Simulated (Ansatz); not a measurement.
Saddle point of GeNH5S, singlet (GeNH₅S ([NH2][GeH2][SH]) → GeNH₃ ([NH][GeH2]) + H₂S; bonds formed: S2–H4; bonds broken: Ge1–S2, N3–H4), PBE0-D4/def2-TZVP structure:

```
8
angstrom
Ge -0.2385 -0.1031 0.9294
S 1.4482 0.4656 -1.0515
N -1.4347 -0.0780 -0.3360
H 0.0302 0.2595 -1.2601
H 0.4306 -1.4412 1.2695
H 0.0370 0.9621 2.0138
H 1.7342 -0.8281 -1.2729
H -2.0071 0.7634 -0.2923
```

Energies are electronic, without zero-point energy. Barriers and step energies count from the start structure reached by relaxing down the imaginary mode; all methods use the PBE0-D4 structures, on which another method's saddle can fall below an end. Program: Ansatz 0.2.0. Basis: def2-TZVPP, with def2-QZVPP for the basis limit. Cores are frozen in the correlated methods. Filled d shells of the heavier atoms are correlated. The def2 sets are not built for correlating such inner shells, so the correlated values are less sure here. B3LYP uses VWN-RPA correlation. Extrapolation: Hartree–Fock as exp(−7.88 √X), correlation as X^−2.97.

```csv
method,barrier (kcal/mol),step energy (kcal/mol)
SPW92,58.49,59.70
PBE-D4,?,55.92
BLYP-D4,?,52.56
r2SCAN-D4,64.58,60.35
B97M-V,66.78,60.31
PBE0-D4,66.76,62.58
B3LYP-D4,65.26,58.54
r2SCAN0-D4,69.82,65.03
BHLYP-D4,73.55,65.62
CAM-B3LYP-D4,?,62.30
wB97X-V,70.91,64.13
wB97M-V,69.09,62.43
B2PLYP,66.48,59.16
PBE-QIDH,70.47,65.17
RPA on PBE,65.91,57.41
HF,83.78,71.04
MP2,67.59,61.08
CCSD,71.99,63.23
CCSD(T),68.41,60.71
```

Fill in the withheld barriers. (To be estimated.)

By the calculation: CAM-B3LYP-D4 69.31; BLYP-D4 58.76; PBE-D4 59.13 kcal/mol. Each is the energy of the saddle less that of the start structure, by the same method.

For comparison, the barrier by CCSD(T) at an estimated basis limit (MP2 extrapolated from triple and quadruple zeta, plus CCSD(T) − MP2 in triple zeta) is 67.50 kcal/mol.

The T1 diagnostic stays at or below 0.018.

Labels in which every atom is bracketed show which atoms are joined, not bond orders.

For scale, one of the runs: CCSD(T)/def2-TZVPP, 191 basis functions (an equivalent command: `ansatz run in.yaml --threads 4`). The run took 48 s on 4 CPU threads (shared host), with 2 GiB of host memory at its peak.
